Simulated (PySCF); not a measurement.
## Mayer bond orders and bond lengths

Species: C₈H₅OS₂ (charge -1).
Atom-mapped SMILES: `[S-:1][c:2]1[cH:3][cH:4][c:5](-[c:6]2[cH:7][cH:8][cH:9][s:10]2)[o:11]1` (hydrogens: H12 on C3; H13 on C4; H14 on C7; H15 on C8; H16 on C9)

Bond orders from the PBE0/pcSseg-1 density (PySCF). Geometry: GFN2-xTB, one conformer, isolated ion. The pcSseg-1 basis has no diffuse functions, a weakness for an anion.

(1) Where do the orders between heavy atoms depart from those drawn in the SMILES?

(2) Set the Mayer orders of the bonds beside their lengths.

## Answers

(1) The largest departure is 0.474, at O11–C2 (drawn aromatic, 1.026), counting aromatic bonds as 1.5. Drawn single, order above 1.12: S1–C2 (1.395) and C5–C6 (1.136). The bonds drawn aromatic range from 1.03 to 1.56. The SMILES, with its formal charges, is one Lewis structure only.

(2) 
```
  bond  drawn as  length (Å)  Mayer order
 S1–C2    single       1.672        1.395
 C2–C3  aromatic       1.397        1.328
 C3–C4  aromatic       1.389        1.351
 C4–C5  aromatic       1.386        1.388
 C5–C6    single       1.409        1.136
 C6–C7  aromatic       1.380        1.447
 C7–C8  aromatic       1.403        1.285
 C8–C9  aromatic       1.359        1.565
C9–S10  aromatic       1.737        1.095
C5–O11  aromatic       1.373        1.030
O11–C2  aromatic       1.361        1.026
S10–C6  aromatic       1.751        1.128
C3–H12    single       1.072        1.002
C4–H13    single       1.075        1.000
C7–H14    single       1.075        0.977
C8–H15    single       1.079        0.972
C9–H16    single       1.072        0.965
```

By pair of heavy elements: C–S: lowest C9–S10 (1.095, 1.737 Å), highest S1–C2 (1.395, 1.672 Å); in 1 of the 3 pairs the longer bond (by over 0.003 Å) has the higher order (by 0.02 or more). C–C: lowest C5–C6 (1.136, 1.409 Å), highest C8–C9 (1.565, 1.359 Å). C–O: all 2 within 0.02 of one another (1.026 to 1.030).

**Question.** Sum the orders of all bonds at each heavy atom with more than one neighbour and set the sums beside the valence in the SMILES.

**Answer.** C2 3.749 (drawn 4), C3 3.681 (drawn 4), C4 3.739 (drawn 4), C5 3.554 (drawn 4), C6 3.711 (drawn 4), C7 3.709 (drawn 4), C8 3.822 (drawn 4), C9 3.625 (drawn 4), S10 2.223 (drawn 2), O11 2.056 (drawn 2). Orders between atoms that aren't bonded are not in these sums.

For a closed shell the Mayer order of atoms A and B is Σ (PS)μν (PS)νμ over the basis functions μ on A and ν on B, with P the density and S the overlap matrix.

These values come from a run that also computed NMR shieldings. Time: 45 s wall. Hardware: one thread, Arm Neoverse V1, shared host.

The values belong to the conformer `[S-:1][c:2]1[cH:3][cH:4][c:5](-[c:6]2[cH:7][cH:8][cH:9][s:10]2)[o:11]1`: C4–C5–C6–C7 180°.
